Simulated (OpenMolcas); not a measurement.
**Kr+: effect of the basis set**

| Quantity | Value |
| --- | --- |
| Program | OpenMolcas |
| Method | RASSCF |
| Active space | 7 electrons in 9 orbitals (RAS2 4s 4p; RAS3 4d, at most 2 electrons) |
| State averaging | 2S+1 = 2 odd, 3 roots; 2S+1 = 2 even, 1 root |
| Spin-orbit coupling | state interaction with AMFI integrals over the reference wave functions, term energies averaged over their components |

A. ANO-RCC-VTZP [6s5p3d1f], DKH2, point nucleus; cost roughly 14 core-seconds
B. ANO-RCC-VQZP [7s6p4d2f1g], DKH2, point nucleus; cost of the order of 11 core-seconds
C. ANO-R2 [6s5p4d3f1g], X2C, finite nucleus; cost roughly 22 core-seconds
D. ANO-RCC [9s8p6d4f2g], DKH2, point nucleus; cost roughly 50 core-seconds

Energies in cm⁻¹ above 4s² 4p⁵ ²P°_3/2, the measured ground level; measured values from NIST Handbook of Basic Atomic Spectroscopic Data.

```json
{"Level": "4s² 4p⁵ ²P°_3/2", "A": "0.0", "B": "0.0", "C": "0.0", "D": "0.0", "Measured": "0.0"}
{"Level": "4s² 4p⁵ ²P°_1/2", "A": "4816", "B": "4857", "C": "4804", "D": "4847", "Measured": "5370"}
{"Level": "4s 4p⁶ ²S_1/2", "A": "112720", "B": "112114", "C": "113752", "D": "112012", "Measured": "109000"}
```

Deviations, from unrounded energies. A percentage is the sum of absolute deviations over the sum of measured energies, with the sign that they share, or ± where signs differ.

```csv
Against measurement,Levels,A,B,C,D
mean absolute deviation (cm-1),2,2100,1800,2700,1800
fine structure of the ground term (%),1,-10.3,-9.5,-10.5,-9.7
other configurations (%),1,+3.4,+2.9,+4.4,+2.8
```

B, D lie about equally close to measurement and C furthest from it. The largest miss of D in the table is 4s 4p⁶ ²S_1/2, by +3000 cm-1. The ranking rests on the paired levels alone, and a cruder setting can come out closer through cancelling errors.

Among A to D the level of the table that moves most is 4s 4p⁶ ²S_1/2, by 1700 cm-1 (lowest in D, highest in C).

Without dynamic correlation excited terms often stand tens of per cent too high (terms of higher spin than the ground term too low), and those without a measured partner can miss by more than the paired ones. Some terms mix strongly with configurations of 4d, whose occupation reaches 0.33 (4s 4p⁶ ²S) (figures for A; the like holds for B, C, D). Active for correlation alone: 4d; no level in the range computed is led by a configuration that fills it, so any true level of that kind is missing (holds for A; C). Configurations are named by rounded mean occupations; where the s occupation lies near a half they are strongly mixed, a name can repeat and a true partner stay unpaired (holds for B; D). Some terms take much of their weight from 4d, a shell meant for correlation, so their names are nominal (holds for B; D). Computed and measured levels are paired by configuration, term and J; levels that our copy of the source lacks, or whose pairing is in doubt (as where it misses far off the trend of its configuration), stay unpaired and out of the deviations. Only configurations of the active space appear.

° marks odd parity.
